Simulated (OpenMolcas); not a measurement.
# Pt2+: effect of the metal basis

Pt2+ with its 6 nearest oxide ions at 2.154 Å, on the Mg site of MgO (a = 4.2112 Å, distance in the model lattice 2.106 Å). The rest of the host is ab initio model potentials to 7.6 Å and point charges beyond; the distance is set by hand and nothing relaxes.

- Program: OpenMolcas 26.06
- Method: SS-CASPT2, IPEA 0.25 Eh, imaginary shift 0.1 Eh (closed shells correlated: 5s 5p and the ligand valence shells)
- Spin-orbit coupling: state interaction with AMFI integrals over the reference wave functions

Fixed: ligand basis ANO-RCC-VDZP, active space 8 electrons in 5 orbitals (5d), DKH2 Hamiltonian.

States (labels of O, the rotations of Oh). Energies in cm-1 above the lowest state or level, χT in cm3 K/mol; 10Dq and B are least-squares fits to the states below 45000 cm-1, weighted by degeneracy, with a free offset, and given where the rms deviation is under 5 % of |10Dq| (or 100 cm-1) and under 700 cm-1.

```json
{"Run": "A", "Metal basis": "ANO-RCC-VDZP", "Ground state": "3A2", "First state of that spin": "3T2 27020", "10Dq": "", "B (rms of fit)": "", "First gap with spin-orbit (degeneracies)": "6490 (3, 2)", "χT at 300 K": "1.377", "First state of another spin": "1E 6830", "Cost": "roughly 80 core-seconds"}
{"Run": "B", "Metal basis": "ANO-RCC-VTZP", "Ground state": "3A2", "First state of that spin": "3T2 27190", "10Dq": "27000", "B (rms of fit)": "495 (351)", "First gap with spin-orbit (degeneracies)": "5680 (3, 2)", "χT at 300 K": "1.374", "First state of another spin": "1E 5970", "Cost": "roughly 3 core-minutes"}
```

Against A, the first state of the same spin changes by +0.6 % in B.

Costs are those of the CASPT2 steps.

Roots that are degenerate in the reference are averaged as groups; the widest CASPT2 spread within a group is 390 cm-1 (the 3-fold group of multiplicity 1 near 33500 cm-1 above the lowest state of its run, A). Shifts and gaps below about the spread of the groups concerned are not significant. Over all roots computed the reference weight is 0.68 to 0.70 in A, 0.67 to 0.69 in B; a low but even weight reflects the number of correlated electrons. Real 4d8 and 5d8 ions are as a rule square planar and diamagnetic. Ligand-to-metal charge-transfer states are missing. With no ligand orbital active B as a rule stays too high, so bands that hang on it stand too high and its fall with covalency is understated. With one d shell and no ligand orbital active, 10Dq can be off by a tenth or more. The least metal-like active orbital is 77 % on the metal (Löwdin) and no ligand orbital is active, so the numbers are rough (holds for A). The least metal-like active orbital is 78 % on the metal (Löwdin) and no ligand orbital is active, so the numbers are rough (holds for B). No measured value stands beside these numbers; the geometry was set by hand and not optimised.
